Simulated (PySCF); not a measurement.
# Two-component Hartree-Fock for Cl+ (chlorine, charge +1)

Start: [Ne] 3s2 3p4; 3p1/2 filled at m_j = -1/2, +1/2; 3p3/2 filled at m_j = +1/2, +3/2. Calculated with PySCF 2.14 in an even-tempered Gaussian basis (22 s from 0.026 bohr⁻², ratio 2.4; 16 p from 0.034 bohr⁻², ratio 2.4; 6 d from 0.83 bohr⁻², ratio 2.6; 5 f from 1.2 bohr⁻², ratio 2.6): generalised Hartree-Fock with the X2C-1e Hamiltonian and a Gaussian nucleus; spin-orbit coupling (SO) screened by Boettger's factors.

```tsv
spinor shell	electrons	ε, screened SO (eV)	weight of nominal j (screened SO)	rms radius, screened SO (bohr)
1s1/2	2	-2877.2	1.000	0.105
2s1/2	2	-303.17	1.000	0.478
2p1/2	2	-233.88	0.938	0.449
2p3/2	4	-231.60	0.969	0.452
3s1/2	2	-40.201	1.000	1.61
3p3/2	2	-26.482	0.830	1.83
3p1/2	2	-24.681	0.682	1.87
```

```
   quantity  screened SO
E (hartree)   -460.46726
        M_J            2
       ⟨J²⟩        6.010
       ⟨L²⟩        2.013
       ⟨S²⟩        2.000
```

Each row is a mean over spinors that exchange with the open shell spreads, by up to 6.980 eV (3s1/2).

Rows whose weight is well below 1 are mixtures of j = l ± 1/2: exchange outweighs spin-orbit coupling there, and the label is only the starting occupation.
